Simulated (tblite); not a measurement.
CHF₂, doublet, at a GFN2-xTB geometry; GFN1-xTB (tblite).

Input for tblite:
```
$ tblite run mol.xyz --method gfn1 --charge 0 --spin 1 --json tblite.json --no-restart

# file mol.xyz
4

C      0.06401414    -0.00053804     0.50038755
F     -0.08071573     1.09566547    -0.23113025
F     -0.06029074    -1.09592016    -0.23609971
H      0.88497342     0.00552047     1.20274435
```

Problem. Predict the main parts of the log of this tblite run.

Solution. 
```
xTB calculator
 | screened Coulomb repulsion
 | Coulomb electrostatics
 |  * isotropic Klopman-Ohno-Mataga-Nishimoto electrostatics
 |  * onsite third-order electrostatics
 | DFT-D3(BJ) dispersion correction

halogen bonding energy    0.0000000000000E+00 Eh
repulsion energy          3.7880358533930E-02 Eh
dispersion energy        -4.0177738939894E-04 Eh
number of electrons       1.9000000000000E+01 e
integral cutoff           1.9731147476801E+01 bohr

------------------------------------------------------------
  cycle        total energy    energy error   density error
------------------------------------------------------------
      1     -12.76108382324  -1.2798562E+01   5.0089258E-01
      2     -12.84762103567  -8.6537212E-02   2.7166705E-01
      3     -12.84807728759  -4.5625192E-04   1.3129945E-01
      4     -12.84810838187  -3.1094282E-05   8.8415036E-03
      5     -12.84812797139  -1.9589514E-05   5.6793298E-03
      6     -12.84815322471  -2.5253323E-05   5.4953354E-04
      7     -12.84815346256  -2.3785420E-07   1.2044566E-05
------------------------------------------------------------

electronic energy        -1.2885632043707E+01 Eh
total energy             -1.2848153462562E+01 Eh

Post processing:
 | Mayer-Wiberg bond orders

[Info] JSON dump of results written to 'tblite.json'
```
